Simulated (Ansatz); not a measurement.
Start from `[NH2][SnH2][CH2][SiH3]` and change one atom or group to get `[OH][SnH2][CH2][SiH3]`.

Ansatz, PBE0-D4/def2-TZVP geometries, multiplicity 1. Each molecule was computed in one conformer, which needn't be the lowest.

Elements past krypton have def2 core potentials.

```tsv
property	`[NH2][SnH2][CH2][SiH3]`
HOMO–LUMO gap (PBE/def2-TZVPP) / eV	4.89
LUMO energy (PBE0/def2-TZVPP) / eV	-0.05
HOMO energy (B3LYP/def2-TZVPP) / eV	-6.84
HOMO–LUMO gap (B3LYP/def2-TZVPP) / eV	6.52
HOMO–LUMO gap (ωB97M-V/def2-TZVPP) / eV	10.73
HOMO energy (PBE0/def2-TZVPP) / eV	-7.09
```

Problem. What does the change do to each property? (Best estimate.)

Solution. Ansatz gave: 
```json
{"property": "HOMO–LUMO gap (PBE/def2-TZVPP) / eV", "`[OH][SnH2][CH2][SiH3]`": "5.35", "shift": "0.46"}
{"property": "LUMO energy (PBE0/def2-TZVPP) / eV", "`[OH][SnH2][CH2][SiH3]`": "-0.33", "shift": "-0.28"}
{"property": "HOMO energy (B3LYP/def2-TZVPP) / eV", "`[OH][SnH2][CH2][SiH3]`": "-7.72", "shift": "-0.88"}
{"property": "HOMO–LUMO gap (B3LYP/def2-TZVPP) / eV", "`[OH][SnH2][CH2][SiH3]`": "7.13", "shift": "0.61"}
{"property": "HOMO–LUMO gap (ωB97M-V/def2-TZVPP) / eV", "`[OH][SnH2][CH2][SiH3]`": "11.32", "shift": "0.59"}
{"property": "HOMO energy (PBE0/def2-TZVPP) / eV", "`[OH][SnH2][CH2][SiH3]`": "-7.96", "shift": "-0.87"}
```

With PBE0 the HOMO falls by 0.87 eV and the LUMO falls by 0.28 eV, so the gap widens by about 0.59 eV. PBE moves the HOMO by -0.77 eV and ωB97M-V by -0.80 eV.

B3LYP here is the variant with VWN-RPA as its local correlation; programs differ in this.
